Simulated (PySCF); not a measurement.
**TlH⁺: input and log**

State: ²Σ⁺ (doublet), unpaired electrons σ ↑.

An equivalent input (the run itself took its basis sets from the Basis Set Exchange, started from a PBE0 density and held the occupation σ 5α 4β, πx 2α 2β, πy 2α 2β, δx 1α 1β, δy 1α 1β):

```python
from pyscf import gto, scf, cc
mol = gto.M(atom='Tl 0 0 0; H 0 0 2.679', basis={'Tl': 'def2-SVPD', 'H': 'def2-SVPD'}, ecp={'Tl': 'def2-SVPD'},
            charge=1, spin=1, verbose=4, symmetry='C2v')
mf = scf.UHF(mol)
mf.irrep_nelec = {'A1': (6, 5), 'A2': (1, 1), 'B1': (2, 2), 'B2': (2, 2)}
mf.conv_tol = 1e-9
mf.max_cycle = 60
mf.diis_space = 10
mf.kernel()
mycc = cc.CCSD(mf, frozen=[[0, 1, 2, 3, 39], [0, 1, 2, 3, 39]])
mycc.run(conv_tol=1e-7, conv_tol_normt=1e-5, max_cycle=80, diis_space=8)
et = mycc.ccsd_t()
```

The SCF ended at -171.82817634 hartree. The coupled-cluster part of the log:

```
******** <class 'pyscf.cc.uccsd.UCCSD'> ********
CC2 = 0
CCSD nocc = (7, 6), nmo = (35, 35)
frozen orbitals [[0, 1, 2, 3, 39], [0, 1, 2, 3, 39]]
max_cycle = 80
direct = 0
conv_tol = 1e-07
conv_tol_normt = 1e-05
diis_space = 8
diis_start_cycle = 0
diis_start_energy_diff = 1e+09
Init t2, MP2 energy = -0.0471104140833369
Init E_corr(UCCSD) = -0.047110414084161
cycle = 1  E_corr(UCCSD) = -0.055786970332264  dE = -0.00867655625  norm(t1,t2) = 0.0521815
cycle = 2  E_corr(UCCSD) = -0.0590532743278151  dE = -0.003266304  norm(t1,t2) = 0.0186688
cycle = 3  E_corr(UCCSD) = -0.060777081022078  dE = -0.00172380669  norm(t1,t2) = 0.00804939
cycle = 4  E_corr(UCCSD) = -0.0608077916120499  dE = -3.071059e-05  norm(t1,t2) = 0.0023871
cycle = 5  E_corr(UCCSD) = -0.0608089238741217  dE = -1.13226207e-06  norm(t1,t2) = 0.00137218
cycle = 6  E_corr(UCCSD) = -0.0608291979129747  dE = -2.02740389e-05  norm(t1,t2) = 0.000642821
cycle = 7  E_corr(UCCSD) = -0.0608289639934894  dE = 2.33919485e-07  norm(t1,t2) = 0.000216978
cycle = 8  E_corr(UCCSD) = -0.0608299638424471  dE = -9.99848958e-07  norm(t1,t2) = 3.22388e-05
cycle = 9  E_corr(UCCSD) = -0.0608301123978726  dE = -1.48555425e-07  norm(t1,t2) = 9.60857e-06
cycle = 10  E_corr(UCCSD) = -0.0608299839279764  dE = 1.28469896e-07  norm(t1,t2) = 2.53898e-06
cycle = 11  E_corr(UCCSD) = -0.0608299620954079  dE = 2.18325685e-08  norm(t1,t2) = 9.35126e-07
UCCSD converged
E(UCCSD) = -171.8890063035231  E_corr = -0.06082996209540791
UCCSD(T) correction = -0.00161068123483698
```

T1 diagnostic 0.007, D1 0.015, 13 electrons correlated, 1 of the virtual orbitals (those above 20 hartree) left out.

Repeating this along the bond gives Re = 3.067 Å and ωe = 186 cm⁻¹.

A point of this curve took 1.8 CPU seconds beside 0.097 for the integrals, on Oxide Virtual Turin-like (shared host).

Correlated steps freeze 4 core orbitals. Spin–orbit coupling is left out. The state was picked by a PBE0 search and need not be the measured ground state.
